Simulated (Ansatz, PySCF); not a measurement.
Dimer: C2H6 (SMILES CC) (first 8 atoms) with C3H6 (SMILES C=CC); geometry from B3LYP-D3(BJ)/def2-TZVP.
(charge 0, multiplicity 1):
| atom | x (Å) | y (Å) | z (Å) |
|---|---|---|---|
| C | 0.4768 | -0.5425 | 0.4855 |
| C | -0.5338 | 0.5985 | 0.5413 |
| H | 0.2421 | -1.2415 | -0.3199 |
| H | 0.4822 | -1.1043 | 1.4206 |
| H | 1.4886 | -0.1697 | 0.3124 |
| H | -0.5574 | 1.1564 | -0.3971 |
| H | -0.2915 | 1.3023 | 1.3393 |
| H | -1.5411 | 0.2241 | 0.7320 |
| C | -1.2721 | -0.3660 | 4.1366 |
| C | 0.0473 | -0.4623 | 4.2356 |
| C | 1.0081 | 0.6721 | 4.0771 |
| H | -1.7566 | 0.5810 | 3.9267 |
| H | -1.9153 | -1.2279 | 4.2585 |
| H | 0.4874 | -1.4343 | 4.4437 |
| H | 1.6956 | 0.4884 | 3.2463 |
| H | 0.4881 | 1.6122 | 3.8889 |
| H | 1.6232 | 0.7936 | 4.9732 |

Basis-set superposition error: the interaction energy with monomers in their own basis, and in the dimer's basis (counterpoise).

Codes used: Ansatz (a quantum-chemistry and plane-wave program) with Gaussian orbitals; PySCF for 6-31G* rows. Values without a source in brackets are computed.

```csv
level,uncorrected (kcal/mol),counterpoise (kcal/mol),difference
HF/6-31G*,0.71,1.38,0.67
HF/aug-cc-pVTZ,1.33,1.40,0.07
PBE/def2-TZVPPD,-0.16,-0.08,0.09
BLYP/def2-TZVPPD,1.45,1.55,0.10
revPBE/def2-TZVPPD,1.43,1.52,0.10
B97M-V/def2-TZVPPD,-1.64,-1.55,0.09
PBE0/def2-TZVPPD,-0.08,-0.01,0.07
wB97M-V/def2-TZVPPD,-1.67,-1.58,0.09
SCS-MP2/aug-cc-pVDZ,-2.43,-0.85,1.57
SCS-MP2/aug-cc-pVTZ,-1.63,-1.04,0.59
```

The error is largest for SCS-MP2/aug-cc-pVDZ (1.57 kcal/mol) and smallest for HF/aug-cc-pVTZ (0.07 kcal/mol).
